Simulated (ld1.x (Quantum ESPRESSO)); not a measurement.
LDA (PZ) PAW dataset for Nb, fully relativistic all-electron reference.

| Item | Value |
| --- | --- |
| Element | niobium (Nb) |
| Generator | ld1.x (Quantum ESPRESSO) 7.5 |
| Type | PAW |
| Functional | LDA (PZ) |
| Relativity | fully relativistic |
| Frozen core | [Kr] |
| Valence charge | 5 |
| Reference configuration | 4d4 5s1 5p0 |
| Partial waves | 5s (bound): rcut 2.55, rcutus 2.75 bohr; 5s channel at 2.2 Ry: rcut 2.55, rcutus 2.75 bohr; 5p (bound, empty): rcut 2.60, rcutus 3.60 bohr; 5p channel at 1.9 Ry: rcut 2.60, rcutus 3.60 bohr; 4d (bound): rcut 2.50, rcutus 2.70 bohr; 4d channel at 1.35 Ry: rcut 2.50, rcutus 2.70 bohr |
| Local potential | all-electron potential smoothed inside 2.10 bohr (lloc = -1) |
| Core correction | Bessel-smoothed model core inside 2.25 bohr |
| Augmentation charge | BESSEL, radius 2.00 bohr |

Open shells are filled in proportion to 2j + 1 (rel_dist='average').

(1) Is a potential produced?

## Answers

(1) No. ld1.x (Quantum ESPRESSO) 7.5 stopped with "run_pseudo: Errors in PS-KS equation": the pseudo-atom solver did not find the valence states with the expected number of nodes, which is the usual sign of a ghost state. Before that it printed "Warning: n=1, l=0 expected 0 nodes, found 1".
